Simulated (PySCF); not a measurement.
## Vertical excitation energies

Species: CH₈F₂Si₃.
SMILES: `C([SiH2][Si@H]([SiH3])F)F`

Computed with PySCF, TDDFT CAM-B3LYP/def2-SVPD, vertical, gas phase, core orbitals frozen in the response. The structure is a single GFN2-xTB conformer in the gas phase; no vibrational or solvent corrections. Torsions of this conformer, `[F:1][CH2:2][SiH2:3][Si@@H:4]([F:5])[SiH3:6]`: F1–C2–Si3–Si4 43°, C2–Si3–Si4–F5 176°.

| state | λ (nm) | E (eV) | f | main configurations (H = HOMO, L = LUMO) |
| --- | --- | --- | --- | --- |
| S1 | 210.4 | 5.89 | 0.050 | H→L (90%) |
| S2 | 188.5 | 6.58 | 0.018 | H-1→L (79%), H-2→L (14%) |
| S3 | 183.1 | 6.77 | 0.174 | H→L+1 (83%) |
| S4 | 175.1 | 7.08 | 0.093 | H-2→L (76%), H-1→L (14%) |
| S5 | 165.4 | 7.50 | 0.014 | H→L+2 (75%) |
| S6 | 162.0 | 7.65 | 0.020 | H-1→L+1 (68%), H→L+3 (16%) |
| S7 | 161.3 | 7.69 | 0.106 | H→L+3 (57%), H-1→L+1 (19%) |
| S8 | 157.0 | 7.90 | 0.014 | H-3→L (40%), H-2→L+1 (26%) |

Triplets (Tamm–Dancoff): T1 5.15 eV, H→L (92%); T2 5.89 eV, H-1→L (65%), H-2→L (10%); T3 5.93 eV, H→L+1 (80%).

The lowest singlet lies at 5.89 eV (210 nm, ultraviolet) and is of moderate strength; its leading configuration is HOMO→LUMO (90%). The strongest level in the table is S3 at 6.77 eV (183 nm, f = 0.174). Löwdin shares by element: HOMO silicon 63%, fluorine 10% or more (atoms not listed hold the other 27%); LUMO silicon 64%, hydrogen 6% or more (atoms not listed hold the other 30%). The listed states span 2.01 eV, and the widest gap between neighbours is 0.69 eV (S1 to S2). Orbital energies (eV): HOMO-3 -11.30, HOMO-2 -10.45, HOMO-1 -10.20, HOMO -9.47, LUMO -0.23, LUMO+1 0.53, LUMO+2 1.01. The oscillator strengths of these states sum to 0.488; summed over the whole spectrum of an exact calculation they would give the number of electrons, 74 (Thomas–Reiche–Kuhn). The window holds the lowest 8 singlets.
